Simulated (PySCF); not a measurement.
Molecule: SMILES [SiH3]N([SiH](O)O)[SiH3], H$_{9}$NO$_{2}$Si$_{3}$.

Bonds (- single, = double, # triple, : aromatic): O1-Si2, Si2-O3, Si2-N4, N4-Si5, N4-Si6. O1 carries H7; Si2 carries H8; O3 carries H9; Si5 carries H10, H11, H12; Si6 carries H13, H14, H15.

Frames of a GFN2-xTB Langevin trajectory at 200 K; GIAO PBE0/pcSseg-1 shieldings in PySCF 2.14, gas phase, non-relativistic; equivalent atoms averaged within each frame.

Scale: $^{17}$O (336.08 ppm) vs H2O; $^{29}$Si (349.16 ppm), $^{1}$H (31.72 ppm) vs TMS; $^{15}$N (267.73 ppm) vs NH3 (reference shieldings calculated alike). The references are static minima.

How do the shifts (ppm) fluctuate along the trajectory?

## Answers


```
         time (fs)  O1/O3    Si2  Si5/Si6    N4    H8  H10/H11/H12/H13/H14/H15  H7/H9
optimised geometry   54.9  -42.3    -54.6  16.6  4.99                     4.76   2.08
               250   56.9  -43.2    -60.0  24.1  5.13                     4.88   2.01
               425   61.5  -44.6    -54.4  18.2  5.31                     4.93   2.99
               625   68.8  -45.7    -54.9   7.8  4.85                     4.59   2.53
               800   66.5  -36.9    -54.0   8.5  4.84                     4.83   2.14
              1000   60.9  -43.8    -53.0  12.9  5.27                     5.14   2.60
    mean of frames   62.9  -42.9    -55.3  14.3  5.08                     4.87   2.45
standard deviation    4.7    3.4      2.7   6.9  0.22                     0.20   0.39
```

5 frames give an uncertainty of the mean of about the standard deviation over 2.2 at best, since frames this close in time may not be independent; classical motion lacks zero-point vibration, and the reference would need the same averaging.
